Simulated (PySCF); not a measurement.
C₅H₃F₂O (doublet state).
Structure used (GFN2-xTB), in Å, numbered top down from 1:
```xyz
11
C5H3F2O angstrom
F      2.7207    0.2310   -0.9149
C      1.9688   -0.0802    0.1392
F      2.7111   -0.4162    1.1885
C      0.5995   -0.0458    0.1098
C     -0.2688    0.2955   -0.9463
C     -1.5610    0.1613   -0.4327
C     -1.4298   -0.2421    0.8702
O     -0.1322   -0.3716    1.2121
H      0.0308    0.5935   -1.9283
H     -2.4798    0.3380   -0.9524
H     -2.1538   -0.4609    1.6289
```

The hyperfine couplings belong to this conformer and change with its torsions.

As a line formula: `F[C](F)c1ccco1` [radical].

Theory: UKS B3LYP, pcH-1 on C F H O, non-relativistic, mean-field spin-orbit, GIAO (PySCF). Geometry: GFN2-xTB, one conformer, isolated molecule. A GFN2-xTB geometry isn't a minimum of the functional, and hyperfine couplings can be far from their values at a DFT geometry. The SCF solution wasn't tested for stability. ⟨S²⟩ is 0.777 where a pure state has 0.75.

The largest Mulliken spin populations are on C2 (+0.53), C5 (+0.40), C7 (+0.33) and C4 (-0.19). Three atoms exceed +0.15. The positive populations add up to 1.36 and the negative ones to -0.36, together 2S = 1. The angles at C2 add up to 360.0°, so it is planar.

**Question.** Test a(H) = Q·ρ(C) for the protons on planar carbons with a spin population beyond ±0.08.

**Answer.** 
| H | C | ρ(C) | a(H) (G) | a/ρ (G) |
| --- | --- | --- | --- | --- |
| H9 | C5 | +0.397 | -9.48 | -23.9 |
| H10 | C6 | -0.139 | +2.08 | -14.9 |
| H11 | C7 | +0.327 | -8.83 | -27.0 |

A least-squares line through the origin gives Q = -24.4 G with Mulliken populations. In McConnell's picture π spin on carbon polarises the C–H bond and leaves opposite spin at the proton, which makes Q negative, as found here. Where ρ is negative the coupling is positive.

**Question.** Leave H10 and its like out of the fit. How well does the relation then predict its coupling?

**Answer.** The other protons give Q = -25.1 G, so a = -25.1 × -0.139 ≈ 3.50 G, against the computed 2.08 G.

Couplings in gauss use g_iso = 2.0036.
